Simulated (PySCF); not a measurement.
Ligand exchange on a metal centre used in film growth or etching (Ta Cl-OH). Gas-phase values, no solvent. One relaxed conformer stands for each flexible species; it need not be the lowest.

The charge on the central atom (Mulliken) from two functionals at the same geometries (BP86-D3(BJ)/def2-SVP), both in PySCF: PBE-D3(BJ)/def2-TZVP and B3LYP-D3(BJ)/def2-TZVP. B3LYP has the VWN-RPA correlation part, as in Gaussian. 

```tsv
species	PBE-D3(BJ)/def2-TZVP (e)	B3LYP-D3(BJ)/def2-TZVP (e)
0 of 5 Cl replaced by OH ([Ta(Cl)5])	1.01	1.17
1 of 5 Cl replaced by OH ([Ta(Cl)4(OH)])	1.11	1.29
2 of 5 Cl replaced by OH ([Ta(Cl)3(OH)2])	1.17	1.37
3 of 5 Cl replaced by OH ([Ta(Cl)2(OH)3])	1.23	1.45
5 of 5 Cl replaced by OH ([Ta(OH)5])	1.32	1.58
```

Over these rows, drawn at random from the members with no instability flagged (it was tested for open shells, ions and some series alone), PBE minus B3LYP-D3(BJ): mean -0.20 e, from -0.25 e to -0.16 e.
